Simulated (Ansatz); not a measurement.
```yaml
crystal:
  periodic: [false, false, false]
  atoms:
    - {symbol: C, position_ang: [-0.411111, -3.371726, 0.071323]}
    - {symbol: C, position_ang: [0.452899, -2.223136, -0.419116]}
    - {symbol: C, position_ang: [-0.195783, -0.865838, -0.209217]}
    - {symbol: C, position_ang: [0.678510, 0.277194, -0.699955]}
    - {symbol: N, position_ang: [0.093262, 1.579881, -0.488890]}
    - {symbol: C, position_ang: [0.258634, 2.257947, 0.673474]}
    - {symbol: C, position_ang: [-0.474226, 3.572537, 0.772526]}
    - {symbol: O, position_ang: [-1.071276, -3.094359, -0.401887]}
    - {symbol: H, position_ang: [-1.371276, -3.394359, -0.451887]}
    - {symbol: H, position_ang: [-0.620884, -3.275683, 1.140034]}
    - {symbol: H, position_ang: [0.076028, -4.336515, -0.086601]}
    - {symbol: H, position_ang: [0.676747, -2.359692, -1.484005]}
    - {symbol: H, position_ang: [1.418577, -2.242094, 0.098545]}
    - {symbol: H, position_ang: [-1.163171, -0.834058, -0.725514]}
    - {symbol: H, position_ang: [-0.400539, -0.711131, 0.855019]}
    - {symbol: H, position_ang: [0.892981, 0.163267, -1.766944]}
    - {symbol: H, position_ang: [1.631636, 0.264649, -0.166992]}
    - {symbol: H, position_ang: [-0.553699, 1.939169, -1.167658]}
    - {symbol: H, position_ang: [-1.013085, 3.846139, -0.136004]}
    - {symbol: H, position_ang: [-1.180111, 3.515193, 1.602804]}
    - {symbol: H, position_ang: [0.247414, 4.354773, 1.010794]}
basis:
  gaussian: {orbitals: def2-mTZVPP, fitting: {mean_field: def2-universal-jkfit}, point_charges: [{charge: 0.50, position_ang: [6.177, 0.011, 0.961]}]}
hamiltonian: {xc: {name: RPBE}, dispersion: d4}
scf: {lower_state_search: off}
```

```sh
$ ansatz run in.yaml --threads 2 --pin off --events-out ev --progress --plain --max-ram 22528MiB --backend cpu
```

Output, abridged:

```
Functional definition: RPBE
838 factors; integrals over basis functions are off by at most 8.7e-1 eV
mean field evaluation 1: about -9877.7358 eV, gradient 1.4e2 eV
mean field evaluation 2: about -9794.5846 eV, gradient 2.3e2 eV
mean field evaluation 4: about -9912.1073 eV, gradient 2.5e1 eV
mean field evaluation 8: about -9913.5724 eV, gradient 2.6e-1 eV
mean field evaluation 16: about -9913.5675 eV, gradient 8.8e-5 eV
mean field -9913.56750632 eV, -364.3168861998 hartree, gradient 1.7e-6 eV, S^2 0.000000; 0 other end points of the search recorded, 0 dependent functions left out
reference -9913.56755326 eV, -364.3168879247 hartree; 32, 32 occupied and 195, 195 virtual orbitals, 838 factors
Total energy: -9915.30941608 eV, -364.3809002029 hartree
Checks for a lower state left out: stability, starts, cluster_reference, orbital_swaps, neighbouring_geometries, increment
```

In this input one atom was put on top of another. The run converged. The result belongs to that input, not to the molecule as meant.
